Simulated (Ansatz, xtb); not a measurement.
Relative energy of two isomers of C6H6N2O

Structure I: `C=C1N=CC=C(C=O)N1`, a singlet. Structure II: `Cc1nccc(C=O)n1`, a singlet. Both are isolated molecules in the gas phase, relaxed with r2SCAN-D4/def2-SVP; the shapes shown needn't be the lowest conformers.

I (Å):

```xyz
15

C    -1.9868   -1.0860    1.1847
C    -0.8992   -1.0687    0.3798
C     0.5577   -2.1692   -1.0757
C     1.3700   -0.9961   -1.2836
C     0.9722    0.1290   -0.6088
C     1.6865    1.4216   -0.7054
N    -0.4887   -2.2054   -0.3096
N    -0.1177    0.0994    0.1913
O     1.3191    2.4071   -0.1017
H    -2.5432   -2.0163    1.2851
H    -2.3108   -0.1960    1.7268
H     0.8255   -3.1033   -1.5905
H     2.2465   -0.9903   -1.9334
H     2.5835    1.4194   -1.3724
H    -0.3597    0.9688    0.6636
```

II (Å):

```yaml
atoms:
  - { symbol: C, position_ang: [-1.6937, -0.8341, 1.4370] }
  - { symbol: C, position_ang: [-0.6451, -0.8469, 0.3693] }
  - { symbol: C, position_ang: [0.3659, -1.9722, -1.3485] }
  - { symbol: C, position_ang: [1.2438, -0.9073, -1.5594] }
  - { symbol: C, position_ang: [1.0802, 0.1883, -0.7084] }
  - { symbol: C, position_ang: [1.9580, 1.3951, -0.8308] }
  - { symbol: N, position_ang: [-0.5692, -1.9495, -0.3984] }
  - { symbol: N, position_ang: [0.1468, 0.2279, 0.2506] }
  - { symbol: O, position_ang: [2.8396, 1.4960, -1.6504] }
  - { symbol: H, position_ang: [-2.6797, -1.0545, 1.0006] }
  - { symbol: H, position_ang: [-1.4895, -1.6310, 2.1702] }
  - { symbol: H, position_ang: [-1.7126, 0.1366, 1.9466] }
  - { symbol: H, position_ang: [0.4161, -2.8778, -1.9673] }
  - { symbol: H, position_ang: [2.0164, -0.9032, -2.3318] }
  - { symbol: H, position_ang: [1.7163, 2.1970, -0.0865] }
```

Question: Which of the two would you expect CCSD(T)/def2-SVP + ΔMP2/def2-TZVPP electronic energies to favour?

Answer: Structure II; the calculation gives E(II) − E(I) = −1.024 eV.

The same difference at several levels:

```json
{"level": "GFN2-xTB", "geometry": "GFN2-xTB", "E(II) − E(I) (eV)": "−0.792", "departure from the last row (eV)": "+0.232", "job, with rough time for the two": "optimisation, 0.13 s"}
{"level": "HF/STO-3G", "geometry": "GFN2-xTB", "E(II) − E(I) (eV)": "−1.816", "departure from the last row (eV)": "−0.793", "job, with rough time for the two": "single point, 0.56 s"}
{"level": "r2SCAN-D4/def2-SVP//GFN2-xTB", "geometry": "GFN2-xTB", "E(II) − E(I) (eV)": "−0.864", "departure from the last row (eV)": "+0.159", "job, with rough time for the two": "single point, 3.2 s"}
{"level": "r2SCAN-D4/def2-SVP", "geometry": "r2SCAN-D4/def2-SVP", "E(II) − E(I) (eV)": "−0.856", "departure from the last row (eV)": "+0.167", "job, with rough time for the two": "optimisation, 89 s"}
{"level": "HF/def2-SVP", "geometry": "r2SCAN-D4/def2-SVP", "E(II) − E(I) (eV)": "−1.250", "departure from the last row (eV)": "−0.226", "job, with rough time for the two": "part of the CCSD(T) run"}
{"level": "MP2/def2-SVP", "geometry": "r2SCAN-D4/def2-SVP", "E(II) − E(I) (eV)": "−1.207", "departure from the last row (eV)": "−0.184", "job, with rough time for the two": "part of the CCSD(T) run"}
{"level": "CCSD(T)/def2-SVP", "geometry": "r2SCAN-D4/def2-SVP", "E(II) − E(I) (eV)": "−1.104", "departure from the last row (eV)": "−0.080", "job, with rough time for the two": "single point"}
{"level": "CCSD(T)/def2-SVP + ΔMP2/def2-TZVPP", "geometry": "r2SCAN-D4/def2-SVP", "E(II) − E(I) (eV)": "−1.024", "departure from the last row (eV)": "", "job, with rough time for the two": "single point, 2 min"}
```

As drawn, II has 4 C∷N, 2 C∷C, 1 C–H in place of 2 C=C, 3 C–N, 1 C=N, 1 N–H (∷ is an aromatic bond). Structure I has a 6-membered ring, II a 6-membered ring (with an aromatic ring).

The levels shown agree on the order. The largest departure from CCSD(T)/def2-SVP + ΔMP2/def2-TZVPP is that of HF/STO-3G, 0.793 eV. A small imaginary or near-zero mode remains, so no thermal terms are given. The last row adds to CCSD(T) the change of the MP2 difference between the two basis sets, here +0.080 eV.

The correlated steps freeze 9 core orbitals. Codes used: Ansatz 0.2.0, xtb 6.7.1; the last row on 2 threads of AMD EPYC 9R45 96-Core Processor (Zen 5) on a shared host.
